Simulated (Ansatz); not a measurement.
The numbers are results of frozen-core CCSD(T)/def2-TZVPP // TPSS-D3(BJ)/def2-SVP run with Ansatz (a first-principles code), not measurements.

Ansatz 0.2 input:
```yaml
crystal:
  periodic: [false, false, false]
  atoms:
    - { symbol: Cd, position_ang: [-0.000011, 0.000005, 0.000025] }
    - { symbol: F, position_ang: [-1.137191, -0.2106, -1.541913] }
    - { symbol: F, position_ang: [1.137188, 0.210599, 1.541954] }
basis:
  gaussian: { orbitals: def2-TZVPP }
correlation:
  method: ccsd_t
```

Output:

```
Functional definition: HF
808 factors; integrals over basis functions are off by at most 1.3e-3 eV
mean field evaluation 1: about -9951.8513 eV, gradient 4.6e1 eV
mean field evaluation 2: about -9952.0590 eV, gradient 4.7e1 eV
mean field evaluation 4: about -9955.4748 eV, gradient 1.6e0 eV
mean field evaluation 8: about -9955.5075 eV, gradient 1.2e-1 eV
mean field evaluation 16: about -9951.8504 eV, gradient 4.6e1 eV
mean field -9955.50755648 eV, -365.8581546154 hartree, gradient 8.7e-7 eV, S^2 0.000000; 0 other end points of the search recorded, 0 dependent functions left out
2 core orbitals not correlated
reference -9955.50755648 eV, -365.8581546154 hartree; 17, 17 occupied and 99, 99 virtual orbitals, 808 factors
second order -32.96762283 eV of doubles, -0.00000000 eV of singles
cycle   1  -31.29114574 eV  change     1.7e0 eV  update   1.4e-1
cycle   2  -31.94960490 eV  change   -6.6e-1 eV  update   5.0e-2
cycle   3  -32.12578757 eV  change   -1.8e-1 eV  update   2.8e-2
cycle   4  -32.10447839 eV  change    2.1e-2 eV  update   1.2e-2
cycle   5  -32.07781848 eV  change    2.7e-2 eV  update   3.6e-3
cycle   6  -32.08240791 eV  change   -4.6e-3 eV  update   1.5e-3
cycle   7  -32.08402550 eV  change   -1.6e-3 eV  update   4.6e-4
cycle   8  -32.08351685 eV  change    5.1e-4 eV  update   2.0e-4
cycle   9  -32.08348775 eV  change    2.9e-5 eV  update   7.2e-5
cycle  10  -32.08362121 eV  change   -1.3e-4 eV  update   2.3e-5
cycle  11  -32.08355658 eV  change    6.5e-5 eV  update   7.1e-6
cycle  12  -32.08355971 eV  change   -3.1e-6 eV  update   2.0e-6
perturbative correction -0.90681404 eV, -0.0333248012 hartree
Total energy: -9988.49793023 eV, -367.0705284891 hartree
```

Cost: about 16 core-seconds (a rough figure).
